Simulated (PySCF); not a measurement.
## Ga²⁺: ionisation energy

Ga²⁺ [Ar] 3d10 4s1 (2S) → Ga³⁺ [Ar] 3d10 (1S), as a difference of total energies. All numbers are calculated (PySCF 2.14, a scalar-relativistic core potential, in aug-cc-pVDZ-PP with ECP10MDF (5s4p3d, 32 functions)). The calculations carry no spin-orbit coupling.

| method | ionisation energy (eV) | error (eV) |
| --- | --- | --- |
| UHF | 29.677 | -1.049 |
| LDA | 31.810 | +1.084 |
| TPSS | 31.034 | +0.308 |

Reference: 30.726 eV (measured; NIST Atomic Spectra Database, ionization energies).
